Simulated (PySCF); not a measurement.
PySCF 2.14 output of an unrestricted r2SCAN calculation on a single atom or ion in x2c-TZVPPall with one added diffuse shell each of s, p, d, f type (7s6p5d3f1g, 80 functions), with scalar relativity by spin-free X2C-1e:

```
SCF conv_tol = 1e-09
number electrons alpha = 15  beta = 11
    J. W. Furness, A. D. Kaplan, J. Ning, J. P. Perdew, and J. Sun.,  J. Phys. Chem. Lett. 11, 8208-8215 (2020)
    J. W. Furness, A. D. Kaplan, J. Ning, J. P. Perdew, and J. Sun.,  J. Phys. Chem. Lett. 11, 9248-9248 (2020)
    J. W. Furness, A. D. Kaplan, J. Ning, J. P. Perdew, and J. Sun.,  J. Phys. Chem. Lett. 11, 8208-8215 (2020)
    J. W. Furness, A. D. Kaplan, J. Ning, J. P. Perdew, and J. Sun.,  J. Phys. Chem. Lett. 11, 9248-9248 (2020)
cycle= 1 E= -1272.5673450795  delta_E= -0.0148  |g|= 0.114  |ddm|= 0.296
cycle= 2 E= -1272.55549250524  delta_E= 0.0119  |g|= 0.25  |ddm|= 0.407
cycle= 3 E= -1272.57097810691  delta_E= -0.0155  |g|= 0.0177  |ddm|= 0.45
cycle= 4 E= -1272.57222399431  delta_E= -0.00125  |g|= 0.0447  |ddm|= 0.14
cycle= 5 E= -1272.57210070799  delta_E= 0.000123  |g|= 0.044  |ddm|= 0.0119
cycle= 6 E= -1272.57381324664  delta_E= -0.00171  |g|= 0.0437  |ddm|= 0.183
cycle= 7 E= -1272.57440115997  delta_E= -0.000588  |g|= 0.0206  |ddm|= 0.0493
cycle= 8 E= -1272.57409572017  delta_E= 0.000305  |g|= 0.0476  |ddm|= 0.119
cycle= 9 E= -1272.57464835361  delta_E= -0.000553  |g|= 0.0119  |ddm|= 0.0335
cycle= 10 E= -1272.57468953214  delta_E= -4.12e-05  |g|= 0.00146  |ddm|= 0.0161
cycle= 11 E= -1272.57468996523  delta_E= -4.33e-07  |g|= 0.000827  |ddm|= 0.00168
cycle= 12 E= -1272.574690153  delta_E= -1.88e-07  |g|= 0.000106  |ddm|= 0.000979
cycle= 13 E= -1272.57469015612  delta_E= -3.12e-09  |g|= 1.92e-05  |ddm|= 0.000113
cycle= 14 E= -1272.57469015624  delta_E= -1.18e-10  |g|= 1.05e-06  |ddm|= 3.36e-05
converged SCF energy = -1272.57469015624  <S^2> = 6.0205527  2S+1 = 5.0082143
```

The run itself started from symmetry-adapted Hartree-Fock orbitals and held the occupation by maximum overlap, on a logarithmic radial grid, so the iterations belong to that start.

Question: Which element, charge and spin multiplicity is this?

Answer: Fe (iron, neutral), multiplicity 5; the state was [Ar] 3d6 4s2, high-spin 5D determinant.

⟨L²⟩ = 7.88 against 6 for a pure D term, so this real determinant mixes terms. The s, p, d and f populations moved away from the nominal configuration during the SCF.
